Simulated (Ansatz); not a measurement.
`Cc1csc(-c2sc(-c3sccc3C)cc2C)c1`. Total charge 0; triplet. Geometry PBE-D4/def2-SVP, that of the neutral singlet; atoms count from 1.

Cartesian coordinates in Å:
```
C 3.636 -0.148 -4.023
C 2.894 0.713 -3.039
C 3.029 2.089 -2.940
S 2.034 2.766 -1.699
C 1.388 1.188 -1.267
C 0.414 1.006 -0.214
S -0.176 -0.614 0.100
C -1.227 -0.071 1.394
C -2.060 -0.976 2.153
S -2.952 -0.343 3.527
C -3.651 -1.885 3.868
C -3.219 -2.844 2.975
C -2.310 -2.348 1.989
C -1.710 -3.210 0.915
C -1.100 1.310 1.546
C -0.186 1.932 0.655
C 0.085 3.409 0.658
C 1.958 0.212 -2.085
H 4.275 -0.893 -3.504
H 2.935 -0.718 -4.668
H 4.288 0.457 -4.682
H 3.673 2.745 -3.538
H -4.342 -1.998 4.712
H -3.543 -3.893 3.014
H -2.120 -4.237 0.963
H -0.605 -3.284 1.011
H -1.914 -2.811 -0.101
H -1.672 1.873 2.298
H -0.509 3.915 1.443
H -0.171 3.878 -0.316
H 1.157 3.632 0.846
H 1.701 -0.853 -1.992
```

Single mean-field runs in def2-TZVP are fitted with def2-universal-jkfit. At PBE0-D4/def2-TZVP a singlet of charge 0 lies 2.03 eV below the triplet at the same geometry.

**Question.** Estimate the Mulliken populations of the heavy atoms from the PBE0/def2-TZVP orbitals of Ansatz.

**Answer.** 
```
atom  charge (e)  spin (α − β)
  C1       -0.42          0.01
  C2        0.06         -0.11
  C3       -0.18          0.29
  S4        0.00          0.05
  C5        0.05         -0.06
  C6        0.12          0.42
  S7       -0.10          0.08
  C8        0.18          0.40
  C9       -0.01         -0.05
 S10        0.01          0.05
 C11       -0.19          0.31
 C12       -0.17         -0.12
 C13       -0.03          0.30
 C14       -0.40         -0.03
 C15       -0.23          0.14
 C16        0.04          0.07
 C17       -0.42         -0.01
 C18       -0.26          0.30
```
Mulliken values depend strongly on the basis.

**Question.** Where does the spin sit?

**Answer.** Summed by element: C 1.85, S 0.17, H -0.03, of 2 unpaired in all. Largest on single atoms: C6 0.42, C8 0.40, C11 0.31.

**Question.** And the Mayer bond orders between heavy atoms (over 0.3)?

**Answer.** C1–C2 0.94 (1.50 Å); C2–C3 1.59 (1.39 Å); C2–C18 1.32 (1.43 Å); C3–S4 1.23 (1.73 Å); S4–C5 1.22 (1.76 Å); C5–C6 1.19 (1.45 Å); C5–C18 1.30 (1.40 Å); C6–S7 1.21 (1.75 Å); C6–C16 1.11 (1.40 Å); S7–C8 1.12 (1.75 Å); C8–C9 1.17 (1.45 Å); C8–C15 1.13 (1.39 Å); C9–S10 1.24 (1.76 Å); C9–C13 1.25 (1.40 Å); S10–C11 1.22 (1.73 Å); C11–C12 1.58 (1.38 Å); C12–C13 1.37 (1.43 Å); C13–C14 0.96 (1.50 Å); C15–C16 1.56 (1.42 Å); C16–C17 0.95 (1.50 Å).
